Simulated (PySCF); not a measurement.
Compound: C₅H₅F₃O₂ (charge -1 and doublet state).
Structure used (GFN2-xTB), in Å, numbered top down from 1:
```
atom  x, y, z in Å
C1     0.8763   -1.2297    1.0167
C2     0.0848    0.0118    0.6167
C3     0.8627    1.0899   -0.0770
O4     0.6830    2.3064    0.0220
O5     1.8291    0.6051   -0.9444
C6    -0.8585   -0.1541   -0.5281
F7    -0.3875   -0.9545   -1.5567
C8    -2.2552   -0.0204   -0.4777
F9    -2.7568    0.6665    0.6114
F10   -2.9313    0.4926   -1.5921
H11    1.3872   -1.6292    0.1449
H12    0.2019   -1.9882    1.4120
H13    1.6170   -0.9785    1.7748
H14   -0.4520    0.4450    1.4628
H15    2.0948    1.3453   -1.5044
```

The hyperfine couplings belong to this conformer and change with its torsions.

The species is `C[C@@H]([C]([O-])O)C(F)=C(F)F` [radical] (charge -1).

Theory: UKS B3LYP, pcH-1 on C F H O, non-relativistic, mean-field spin-orbit, GIAO in PySCF 2.14.0. Whether the extra electron is bound in the gas phase wasn't checked; a finite basis holds it in any case. Couplings are sensitive to structure, and on GFN2-xTB geometries they can be far from those on DFT ones, by a factor of two or more for some ions and for spin on atoms past the first row. No stability test was run, so a lower SCF solution isn't excluded.

**Question.** The isotropic 13C couplings are +289.1, +21.3, +18.2, +14.7, -13.6 MHz. Assign them to C1; C2; C3; C6; C8.

**Answer.** 
```csv
site,a_iso (MHz),ρ(0) (bohr⁻³),position,distance from C8 (Å),spin population,largest |T| (MHz)
C1,+18.2,+0.0162,3 bonds from C8,3.67,+0.02,2.8
C2,-13.6,-0.0121,2 bonds from C8,2.58,-0.03,1.2
C3,+21.3,+0.0190,3 bonds from C8,3.33,+0.13,25.0
C6,+14.7,+0.0130,1 bond from C8,1.40,+0.21,55.6
C8,+289.1,+0.2572,largest spin population,0.00,+0.48,86.1
```

**Question.** Match the computed a_iso(17O) values -10.0, -2.7 MHz with the sites O4; O5.

**Answer.** 
```json
{"site": "O4", "a_iso (MHz)": "-10.0", "ρ(0) (bohr⁻³)": "+0.0164", "position": "4 bonds from C8", "distance from C8 (Å)": "3.78", "spin population": "+0.10", "largest |T| (MHz)": "36.4"}
{"site": "O5", "a_iso (MHz)": "-2.7", "ρ(0) (bohr⁻³)": "+0.0045", "position": "4 bonds from C8", "distance from C8 (Å)": "4.16", "spin population": "+0.01", "largest |T| (MHz)": "9.4"}
```

**Question.** Match the computed a_iso(19F) values +538.8, +156.8, +140.1 MHz with the sites F7; F9; F10.

**Answer.** 
| site | a_iso (MHz) | ρ(0) (bohr⁻³) | position | distance from C8 (Å) | bound to | spin population there | largest \|T\| (MHz) |
| --- | --- | --- | --- | --- | --- | --- | --- |
| F7 | +156.8 | +0.0373 | 2 bonds from C8 | 2.35 | C6 | +0.21 | 127.9 |
| F9 | +140.1 | +0.0333 | 1 bond from C8 | 1.38 | C8 | +0.48 | 165.0 |
| F10 | +538.8 | +0.1281 | 1 bond from C8 | 1.40 | C8 | +0.48 | 304.6 |

ρ(0) is the spin density at the nucleus and T the dipolar tensor; entries for several nuclei are means. Largest spin populations (Mulliken): C8 (+0.48), C6 (+0.21), C3 (+0.13) and O4 (+0.10).

Class means assume fast exchange of nuclei equivalent by connectivity; if that motion is slow, each nucleus keeps its own coupling.

C3, the radical centre as drawn in `C[C@@H]([C]([O-])O)C(F)=C(F)F`, holds a spin population of +0.13 out of 1.
